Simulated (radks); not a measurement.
The numbers below are computed, except where a source is named.
These are the eigenvalues of the occupied orbitals of an atom or ion with whole-number occupations (Ry). Code: a radial shooting solver on a logarithmic mesh with Libxc functionals. Model: scalar-relativistic Kohn-Sham, PBE, spin-unpolarised, spherical densities, point nucleus.

1s: -751.8885
2s: -92.77918
2p: -80.76299
3s: -10.88706
3p: -7.26602
3d: -1.40783
4s: -0.65772
4p: -0.18957

Which element is it, and in what charge state? The configuration may be excited.

Answer. Z = 31, gallium, charge 0: Ga in [Ar] 3d10 4s2 4p1. The list shows which subshells hold electrons but not how many an open one holds; the 1s level, -375.94 hartree, gives Z - s = 27.4 by -(Z - s)^2/2, which with screening and relativity narrows Z to a few neighbours, and the depths of the outer levels then fix element, charge and occupations together.
